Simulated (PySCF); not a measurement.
chlorobenzene (C6H5Cl), singlet, at a GFN2-xTB geometry; PySCF with M06/STO-3G.

The PySCF input:
```python
from pyscf import gto, scf, dft

mol = gto.M(
    atom='''
Cl    2.230833    0.178301    0.001666
C     0.505653    0.040415    0.000378
C    -0.270115    1.188040    0.019311
C    -1.649225    1.070452    0.018162
C    -2.244936   -0.179428   -0.001677
C    -1.458233   -1.318817   -0.020483
C    -0.077952   -1.215859   -0.019571
H     0.201293    2.158229    0.034705
H    -2.258747    1.961460    0.032865
H    -3.320984   -0.265432   -0.002481
H    -1.918469   -2.295326   -0.035985
H     0.541595   -2.098853   -0.034150
''',
    basis='sto-3g',
    charge=0,
    spin=0,
    verbose=4,
)

mf = dft.RKS(mol)
mf.xc = 'm06'
mf.grids.radi_method = dft.radi.gauss_chebyshev
mf.kernel()
```

Q: Predict the main parts of the log of this PySCF run.

A: 
```
PySCF version 2.14.0

[INPUT] verbose = 4
[INPUT] num. atoms = 12
[INPUT] num. electrons = 58
[INPUT] charge = 0
[INPUT] spin (= nelec alpha-beta = 2S) = 0
[INPUT] symmetry False subgroup None
[INPUT] Mole.unit = angstrom
[INPUT] Symbol           X                Y                Z      unit          X                Y                Z       unit  Magmom
[INPUT]  1 Cl     2.230833000000   0.178301000000   0.001666000000 AA    4.215663399642   0.336940057736   0.003148283724 Bohr   0.0
[INPUT]  2 C      0.505653000000   0.040415000000   0.000378000000 AA    0.955545684065   0.076373281324   0.000714316475 Bohr   0.0
[INPUT]  3 C     -0.270115000000   1.188040000000   0.019311000000 AA   -0.510443372137   2.245070225028   0.036492501191 Bohr   0.0
[INPUT]  4 C     -1.649225000000   1.070452000000   0.018162000000 AA   -3.116583567786   2.022861109493   0.034321205874 Bohr   0.0
[INPUT]  5 C     -2.244936000000  -0.179428000000  -0.001677000000 AA   -4.242314207177  -0.339069779078  -0.003169070711 Bohr   0.0
[INPUT]  6 C     -1.458233000000  -1.318817000000  -0.020483000000 AA   -2.755660995803  -2.492202938421  -0.038707260209 Bohr   0.0
[INPUT]  7 C     -0.077952000000  -1.215859000000  -0.019571000000 AA   -0.147307930862  -2.297640516088  -0.036983829984 Bohr   0.0
[INPUT]  8 H      0.201293000000   2.158229000000   0.034705000000 AA    0.380388640792   4.078461724094   0.065582945153 Bohr   0.0
[INPUT]  9 H     -2.258747000000   1.961460000000   0.032865000000 AA   -4.268413214683   3.706622204289   0.062105849084 Bohr   0.0
[INPUT] 10 H     -3.320984000000  -0.265432000000  -0.002481000000 AA   -6.275750224063  -0.501593784696  -0.004688410515 Bohr   0.0
[INPUT] 11 H     -1.918469000000  -2.295326000000  -0.035985000000 AA   -3.625380988468  -4.337537506593  -0.068001794592 Bohr   0.0
[INPUT] 12 H      0.541595000000  -2.098853000000  -0.034150000000 AA    1.023466220434  -3.966257345722  -0.064534147154 Bohr   0.0

nuclear repulsion = 317.50507267396
number of shells = 28
number of NR pGTOs = 132
number of NR cGTOs = 44
basis = sto-3g
ecp = {}

******** <class 'pyscf.dft.rks.RKS'> ********
method = RKS
initial guess = minao
damping factor = 0
level_shift factor = 0
DIIS = <class 'pyscf.scf.diis.CDIIS'>
diis_start_cycle = 1
diis_space = 8
diis_damp = 0
SCF conv_tol = 1e-09
SCF conv_tol_grad = None
SCF max_cycles = 50
direct_scf = True
direct_scf_tol = 1e-13
XC library pyscf.dft.libxc version 7.1.2
    S. Lehtola, C. Steigemann, M. J. T. Oliveira, and M. A. L. Marques,  SoftwareX 7, 1–5 (2018)
XC functionals = m06
    Y. Zhao and D. G. Truhlar,  Theor. Chem. Acc. 120, 215 (2008)
    Y. Zhao and D. G. Truhlar,  Theor. Chem. Acc. 120, 215 (2008)
radial grids: Gauss-Chebyshev [JCP 108, 3226 (1998); DOI:10.1063/1.475719) radial grids
becke partition: Becke, JCP 88, 2547 (1988); DOI:10.1063/1.454033
pruning grids: <function nwchem_prune>
grids dens level: 3
symmetrized grids: False
atomic radii adjust function: <function treutler_atomic_radii_adjust>
small_rho_cutoff = 0
Set gradient conv threshold to 3.16228e-05
Initial guess from minao.
tot grids = 148096
init E= -684.855424651817
  HOMO = -0.26408473950944  LUMO = -0.0222469442626291  gap/eV = 6.58074
cycle= 1 E= -683.683078265419  delta_E= 1.17  |g|= 0.236  |ddm|=    5
  HOMO = -0.198728484670312  LUMO = 0.0629458961309332  gap/eV = 7.12052
cycle= 2 E= -683.685536831798  delta_E= -0.00246  |g|= 0.258  |ddm|= 0.755
  HOMO = -0.199753849805677  LUMO = 0.0761576127103482  gap/eV = 7.50793
cycle= 3 E= -683.705886440953  delta_E= -0.0203  |g|= 0.0458  |ddm|= 0.393
  HOMO = -0.208115343995341  LUMO = 0.0743922520810685  gap/eV = 7.68742
cycle= 4 E= -683.706626237746  delta_E= -0.00074  |g|= 0.0151  |ddm|= 0.0903
  HOMO = -0.208169192615811  LUMO = 0.0735420553366798  gap/eV = 7.66575
cycle= 5 E= -683.706703020461  delta_E= -7.68e-05  |g|= 0.00435  |ddm|= 0.0259
  HOMO = -0.207714525672149  LUMO = 0.0737801455286707  gap/eV = 7.65986
cycle= 6 E= -683.706709031698  delta_E= -6.01e-06  |g|= 0.000493  |ddm|= 0.00637
  HOMO = -0.20766756219451  LUMO = 0.0738830999268173  gap/eV = 7.66138
cycle= 7 E= -683.706709113427  delta_E= -8.17e-08  |g|= 0.000147  |ddm|= 0.000904
  HOMO = -0.207669658354593  LUMO = 0.0738819046748962  gap/eV = 7.66141
cycle= 8 E= -683.706709118999  delta_E= -5.57e-09  |g|= 4.22e-05  |ddm|= 0.000194
  HOMO = -0.207669147149662  LUMO = 0.0738778051807194  gap/eV = 7.66128
cycle= 9 E= -683.706709119597  delta_E= -5.98e-10  |g|= 9.06e-06  |ddm|= 6.77e-05
  HOMO = -0.207668393018096  LUMO = 0.0738789400069165  gap/eV = 7.66129
Extra cycle  E= -683.706709119589  delta_E= 8.53e-12  |g|= 9.91e-06  |ddm|= 2.39e-05
converged SCF energy = -683.706709119589
```
